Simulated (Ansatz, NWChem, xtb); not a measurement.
**How methods differ on SbH2 (SMILES [SbH2])**

The species is SbH2 (3 atoms), meant as a doublet with charge 0. As SMILES, `[SbH2]`. Geometry: relaxed at PBE0-D4/def2-TZVP.

```xyz
3

Sb    0.6598   -0.3463    0.3157
H     0.0467    1.2442    0.1632
H    -0.7173   -0.9627   -0.4921
```

Each level gives the electronic atomisation energy (eV). The values are calculated. Electronic energies at fixed atoms, without zero-point motion or spin-orbit coupling.

| level | kind | program | value (eV) | CPU time (all runs) |
| --- | --- | --- | --- | --- |
| GFN2-xTB | semi-empirical | xtb | 6.49 | under 2 s |
| GFN0-xTB | semi-empirical | xtb | 10.39 | under 2 s |
| GFN1-xTB | semi-empirical | xtb | 10.37 | under 2 s |
| UHF/STO-3G | Hartree–Fock | Ansatz | 5.30 | 0.35 s |
| U-revPBE/STO-3G | GGA | Ansatz | 7.64 | 2.4 s |
| UBLYP/STO-3G | GGA | Ansatz | 8.02 | 2.4 s |
| UPBE/STO-3G | GGA | Ansatz | 7.80 | 2.3 s |
| U-r2SCAN/STO-3G | meta-GGA | Ansatz | 7.65 | 8.6 s |
| UB3LYP/def2-TZVP (core potential) | global hybrid | NWChem | 5.62 | 14 s |
| U-r2SCAN0/STO-3G | hybrid meta-GGA | Ansatz | 7.46 | 8.3 s |

All-electron rows without a relativistic Hamiltonian named are non-relativistic, while core potentials hold scalar relativity, so basis and relativity change together. The values span 5.30 to 10.39 eV. The xTB rows lack spin polarisation, so open shells miss the exchange term that lowers them. Times are those of the runs behind each value, whatever else they computed, on shared processors of several kinds: orders of magnitude only.
